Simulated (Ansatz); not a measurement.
A nudged elastic band was laid between two geometries of ClGeH3O + FH (8 atoms, charge 0, multiplicity 1).

Theory: Ansatz 0.2.0, RKS PBE/def2-SVP.

```yaml
movable_images: 7
climbing_image: yes
spring: 5.0 eV/Å²
optimiser: quadratic models (default)
start_path: through a guess of the saddle point
force_threshold: 0.03 eV/Å
iteration_limit: 60
end_points: relaxed
```

Image 0:

```xyz
8
Properties=species:S:1:pos:R:3
Ge -0.133 0.269 -0.065
Cl 0.147 0.286 2.155
H 1.309 0.281 -0.625
H -1.017 1.481 -0.414
O -1.062 -1.188 -0.463
H -0.581 -1.958 -0.076
F 0.682 -2.509 1.202
H 0.551 -1.774 1.797
```

Image 8:

```xyz
8
Properties=species:S:1:pos:R:3
Ge 0.180 -0.294 -0.343
Cl -0.326 -0.286 3.451
H 1.133 -0.260 -1.562
H -0.278 1.035 0.274
O -1.291 -1.247 -0.635
H -1.101 -2.092 -1.085
F 1.142 -1.160 0.893
H 0.439 -0.808 2.521
```

Which bonds break or form, and what moves?

Bonds broken: Ge1–Cl2, F7–H8. Bonds formed: Ge1–F7, Cl2–H8. ClGeH3O + FH becomes ClH + FGeH3O.

What energy profile does the band end with?

The run converged. The highest image is number 4 of 0 to 8, 86.7 kJ/mol above the first end and 62.9 kJ/mol above the last; the last end lies 23.8 kJ/mol above the first. A vibrational analysis at the climbing image gives one clearly imaginary mode, 270i cm⁻¹: a first-order saddle point. The orbitals stay closed-shell, which can raise the energy where a bond breaks towards radicals; this wasn't checked here.

```
image  path coordinate (Å)  energy (kJ/mol)  Ge1–Cl2 (Å)  F7–H8 (Å)  Ge1–F7 (Å)
    0                 0.00              0.0         2.24       0.96        3.16
    1                 0.50              9.9         2.25       0.96        2.97
    2                 1.00             34.8         2.29       0.96        2.72
    3                 1.51             66.5         2.38       0.99        2.40
    4                 2.01             86.7         2.59       1.11        2.08
    5                 3.01             30.0         3.27       1.66        1.81
    6                 4.00             23.9         3.83       1.81        1.79
    7                 5.00             24.2         3.90       1.81        1.79
    8                 5.99             23.8         3.83       1.81        1.79
```

What is the geometry of the highest image?


```xyz
8
Properties=species:S:1:pos:R:3
Ge -0.091 -0.190 0.047
Cl 0.794 0.502 2.377
H 1.302 -0.078 -0.603
H -1.055 1.001 0.184
O -1.177 -1.287 -0.861
H -0.807 -2.185 -0.958
F 0.306 -1.811 1.287
H 0.625 -1.062 2.040
```

What are the harmonic wavenumbers there?

270i, 69, 203, 289, 360, 446, 504, 680, 692, 746, 803, 814, 918, 1140, 1588, 2108, 2153, 3720 cm⁻¹.

Time of the run: 4.2 min on 2 threads of Intel(R) Xeon(R) Platinum 8488C (Sapphire Rapids) (shared host), peak memory 0.16 GiB.
